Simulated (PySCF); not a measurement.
**¹⁵N chemical shifts**

Calculated, not measured (PySCF 2.14): σ from GIAO-PBE0/pcSseg-1, GFN2-xTB geometry. Gas phase, one conformer, non-relativistic, equivalent nuclei averaged.

Shieldings were converted by a linear fit to measured shifts: ¹⁵N: δ = -148.07 − 0.921σ (rms 6.3 ppm, 71 shifts vs CH3NO2, solution or neat liquid). Occasional misses reach two or three times the rms, and more in compound classes unlike the fitted ones.

Question: Give the ¹⁵N shifts of `NC(=O)[SiH2]N[SiH3]`, `N#Cc1ccncc1`, `C=CC[P@@](C)(=N)P`, `N#C[SiH2]CCF`.

Answer: 
```tsv
compound	environment	δ (ppm)
[NH2:1][C:2](=[O:3])[SiH2:4][NH:5][SiH3:6]	N1: amide-type nitrogen	-274.0
[NH2:1][C:2](=[O:3])[SiH2:4][NH:5][SiH3:6]	N5: nitrogen bonded to 2 Si, H	-406.4
[N:1]#[C:2][c:3]1[cH:4][cH:5][n:6][cH:7][cH:8]1	N6: pyridine-type ring nitrogen	-49.4
[N:1]#[C:2][c:3]1[cH:4][cH:5][n:6][cH:7][cH:8]1	N1: nitrile nitrogen	-95.5
C=CC[P@@](C)(=N)P	nitrogen bonded to P, H	-328.7
N#C[SiH2]CCF	nitrile nitrogen	-56.6
```
